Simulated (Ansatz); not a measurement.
Reaction (silylene formation by 1,1-elimination): `C[SiH](N)[CH2][AlH2]` → `C[CH2][AlH2]` + `N[SiH]`

Calculated with Ansatz (gas phase, PBE0-D4/def2-TZVP geometries, no zero-point term in ΔE). CCSD(T)/CBS adds triple-zeta CCSD(T) − MP2 to the extrapolated MP2 energy (def2 sets, frozen cores). This one scheme is used for every species. Functionals use def2-TZVPP. Each species was taken in one conformer, which may not be the lowest.

CCSD(T)/CBS gives +56.0 kcal/mol.

Question: Another level gave +52.2 kcal/mol. Which?
A. B2PLYP/def2-TZVPP
B. BLYP/def2-TZVPP
C. RPA@PBE/def2-TZVPP
D. r2SCAN0/def2-TZVPP

Answer: A. B2PLYP 52.2, RPA@PBE/def2-TZVPP 48.9, r2SCAN0 59.7, BLYP 43.2 kcal/mol.

Largest T1 diagnostic among the species: 0.015.

Leaving LDA and LC-ωPBE aside and taking each functional with its dispersion term where it has one, the values, not all of them listed here, spread over 11.3 kcal/mol, from BLYP-D4 to r2SCAN0-D4. LDA lies +8.6 kcal/mol from PBE without D4. At CCSD(T), def2-SVP lies −10.0 kcal/mol from the extrapolated value and def2-TZVPP −1.9 kcal/mol.
